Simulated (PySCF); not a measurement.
Point-charge models of TMS-CHClF, `C[Si](C)(C)[C@H](F)Cl` against its computed dipole.

Coordinates (GFN2-xTB, Å) and charges (e) from the PBE0/pcSseg-1 density (PySCF):

```csv
atom,x,y,z,Mulliken,IAO,Hirshfeld,ESP-fitted
C1,-0.930,-1.106,-1.256,-0.6109,-0.7204,-0.2158,-0.6409
Si2,0.095,-0.068,-0.039,+0.9190,+1.0674,+0.4010,+0.8925
C3,1.280,1.137,-0.909,-0.6132,-0.7256,-0.2170,-0.7281
C4,0.976,-1.137,1.267,-0.6203,-0.7236,-0.2149,-0.7031
C5,-1.170,1.035,0.952,-0.0724,-0.0886,+0.0010,-0.1716
F6,-2.067,0.251,1.624,-0.3005,-0.2997,-0.1081,-0.1505
Cl7,-2.090,2.083,-0.162,-0.1490,-0.1052,-0.0666,-0.1284
H8,-1.683,-1.687,-0.732,+0.1480,+0.1637,+0.0442,+0.1571
H9,-1.444,-0.475,-1.976,+0.1494,+0.1643,+0.0387,+0.1499
H10,-0.303,-1.797,-1.811,+0.1375,+0.1556,+0.0426,+0.1505
H11,1.852,1.725,-0.197,+0.1384,+0.1557,+0.0424,+0.1622
H12,1.987,0.601,-1.534,+0.1395,+0.1577,+0.0435,+0.1833
H13,0.737,1.830,-1.545,+0.1506,+0.1646,+0.0377,+0.1597
H14,0.265,-1.720,1.844,+0.1487,+0.1632,+0.0440,+0.1657
H15,1.668,-1.830,0.801,+0.1400,+0.1572,+0.0431,+0.1668
H16,1.545,-0.527,1.964,+0.1378,+0.1553,+0.0424,+0.1598
H17,-0.726,1.698,1.700,+0.1575,+0.1583,+0.0421,+0.1751
```

Question: What dipole does each set of charges give (1 e·Å = 4.803 D), and what does the density give?

Answer: The full density gives (2.56, -0.77, -0.23) D, 2.68 D in size; dipole vectors point from the negative to the positive end.

```
    scheme    μx     μy     μz  size (D)  share of the full size (%)  angle to the full dipole (°)
  Mulliken  3.80  -0.61  -1.11      4.01                         149                            13
       IAO  3.23  -0.07  -0.96      3.37                         126                            19
 Hirshfeld  1.35  -0.30  -0.15      1.39                          52                             4
ESP-fitted  2.60  -0.79  -0.18      2.72                         101                             1
```

Question: Which set comes closest?

Answer: Length of the difference vector: ESP-fitted 0.06 D, IAO 1.21 D, Hirshfeld 1.30 D, Mulliken 1.53 D. Closest: ESP-fitted. ESP charges are fitted to the potential around the molecule, whose slowest-falling term is the dipole's. 

Question: What is left for the Hirshfeld atoms' own dipoles?

Answer: The Hirshfeld atoms' densities add up to the full density, so μ = Σ q r + Σ (atomic dipoles). The atomic dipoles sum to (2.56, -0.77, -0.23) − (1.35, -0.30, -0.15) = (1.21, -0.47, -0.08) D, 1.30 D in size.

Question: With the origin at the mean of the coordinates, (0.000, 0.001, -0.001) Å, which are the largest single terms, by size, of the Hirshfeld dipole along the direction of the full one?

Answer: C4 -1.19, F6 +1.13, C3 -1.02, Cl7 +0.82, C1 +0.48 D; all 17 atoms together +1.39 D. The single terms depend on the origin, their sum doesn't.

Question: Give the size of the full dipole in other units.

Answer: 2.68 D = 1.055 au = 0.558 e·Å = 8.95 × 10⁻³⁰ C·m.

Geometry: GFN2-xTB; no solvent, vibrations or thermal averaging.

Shape of the structure used: `[CH3:1][Si:2]([CH3:3])([CH3:4])[C@H:5]([F:6])[Cl:7]`: C1–Si2–C5–F6 60°.
